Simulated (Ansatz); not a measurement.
Program: Ansatz. Geometries: PBE0-D4/def2-TZVP. ΔE: electronic, gas phase. CCSD(T)/CBS adds triple-zeta CCSD(T) − MP2 to the extrapolated MP2 energy (def2 sets, frozen cores). Functionals use def2-TZVPP. B3LYP here is the variant with VWN-RPA as its local correlation; programs differ in this. For Br outer-core shells are correlated without core-valence functions, which leaves a few kJ/mol of doubt a bond. Scalar relativity is left out up to krypton. One conformer a species, not always the lowest.

Consider the formal exchange of groups at the Si–H bond: `C[SiH](O)Br` + `C=C(O)CO` → `C[Si](O)(O)Br` + `C=CCO`.

```tsv
level	ΔE (kJ/mol)	difference from CCSD(T)/CBS
PBE-D4	-144.4	22.8
r2SCAN-D4	-156.0	11.2
PBE0-D4	-151.7	15.5
B3LYP-D4	-159.2	8.0
ωB97M-V	-160.3	6.9
B2PLYP	-162.6	4.6
PBE	-143.2	24.0
r2SCAN	-155.8	11.4
PBE0	-150.6	16.6
B3LYP	-157.2	10.0
CCSD/def2-TZVPP	-166.2	1.0
HF/def2-QZVPP	-173.4	-6.2
MP2/def2-QZVPP	-171.0	-3.8
SCS-MP2/def2-QZVPP	-169.9	-2.7
HF/CBS(def2)	-173.6	-6.4
CCSD/CBS(def2)	-169.8	-2.6
CCSD(T)/CBS	-167.2	0
```

Largest T1 diagnostic among the species: 0.012.

From PBE to PBE0 (25 % exact exchange), in def2-TZVPP and without D4, ΔE moves by −7.3 kJ/mol. In def2-TZVPP, CCSD(T) changes the Hartree–Fock value by +8.8 kJ/mol (the triples alone add +2.7 kJ/mol) and MP2 by +3.8 kJ/mol.
